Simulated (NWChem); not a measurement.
**Correlation energy of Se**

SMILES: [Se]
```xyz
1

Se     0.0000     0.0000     0.0000
```
Charge 0, spin multiplicity 3.

The numbers come from NWChem runs, not from measurements.

Basis set: def2-SVP. Each correlation energy counts from its own Hartree-Fock reference.

| method | correlation energy (mHa) |
|---|---|
| UMP2 | -188.6 |
| CCSD on ROHF | -199.8 |
| SCS-UMP2 | -173.3 |
| CCSD[T] on UHF | -199.7 |
| CCSD(T) on UHF | -199.5 |
| CCSD[T] on ROHF | -203.5 |
| CCSD on UHF | -196.1 |
| CCSD(T) on ROHF | -203.3 |
| CCSDT on ROHF | -203.3 |

The values span 30.2 mHa, from CCSD[T] on ROHF (lowest) to SCS-UMP2 (highest). 

The Hamiltonian is non-relativistic. The correlated methods keep 9 core orbitals frozen. No SCF solution was tested for a lower state. Open-shell Hartree-Fock references start from PBE0 orbitals. Coupled-cluster values serve here as a point of comparison, not as the truth.
